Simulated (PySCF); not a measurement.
B(AsH2)2(F) (As2BFH4), SMILES [AsH2]B(F)[AsH2].

The structure is a stationary point at B3LYP-D3(BJ)/def2-SVP. This is a generated structure with no PubChem entry under its InChIKey; it may be hypothetical.

All values below come from r2SCAN/def2-TZVP (PySCF).

Symmetry labels are those of the subgroup C2 that the program uses (full group C2).

Computed valence orbital energies around the gap with their symmetry:
```csv
orbital,symmetry,energy (eV)
HOMO−7,B,-11.94
HOMO−6,B,-11.84
HOMO−5,A,-10.28
HOMO−4,A,-9.51
HOMO−3,B,-9.34
HOMO−2,B,-8.29
HOMO−1,A,-7.03
HOMO,B,-6.36
LUMO,B,-2.05
LUMO+1,A,-0.46
LUMO+2,B,-0.21
LUMO+3,A,-0.09
```
